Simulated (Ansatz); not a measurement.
CS₂, triplet, at a GFN2-xTB geometry (a higher spin typed on purpose: for a closed-shell molecule this is an excited state). Base run: CCSD/pcseg-1 (Ansatz, a program for electronic structure).

The Ansatz input:
Ansatz 0.2 input:
```yaml
crystal:
  periodic: [false, false, false]
  atoms:
    - {symbol: S, position_ang: [-1.45879303, 0.08719683, 0.13906637]}
    - {symbol: C, position_ang: [-0.01719280, -0.12418751, -0.58484434]}
    - {symbol: S, position_ang: [1.46524033, -0.04062651, 0.08025026]}
basis:
  gaussian:
    orbitals: pcseg-1.json
magnetization: {spin_polarized: true, initial_magnetization: 2}
correlation: {method: ccsd}
```
The basis file holds pcseg-1 in the JSON format of the Basis Set Exchange.

Variants of this job, named by their change:

```
change                                                             ΔE vs base (mEh)  MP2 correlation (Eh)  CC correlation without the perturbative part (Eh)  basis functions
-----------------------------------------------------------------  ----------------  --------------------  -------------------------------------------------  ---------------
base                                                                          0.000              -0.33972                                           -0.37116               50
fitting = cc-pVTZ-JKFIT (mean field), cc-pVTZ-RIFIT (correlation)             0.085              -0.33970                                           -0.37116               50
method = bccd                                                            (withheld)              -0.33972                                           -0.36934               50
diis_vectors = 2                                                              0.000              -0.33972                                           -0.37116               50
diis_vectors = 4                                                              0.000              -0.33972                                           -0.37116               50
method = mp2                                                             (withheld)              -0.33972                                                  -               50
method = rpa                                                             (withheld)                     -                                                  -               50
electrons = outside_noble_gas                                                 0.000              -0.33972                                           -0.37116               50
accuracy = high                                                              -0.006              -0.33973                                           -0.37116               50
method = bccd_t                                                             -18.260              -0.33972                                           -0.36934               50
```

Task: What belongs in the gaps?

Result: 
- method = bccd, ΔE vs base (mEh): 1.819
- method = mp2, ΔE vs base (mEh): 31.434
- method = rpa, ΔE vs base (mEh): -3.881

Ansatz warned in this series: the method lies far from an estimate of full CI.
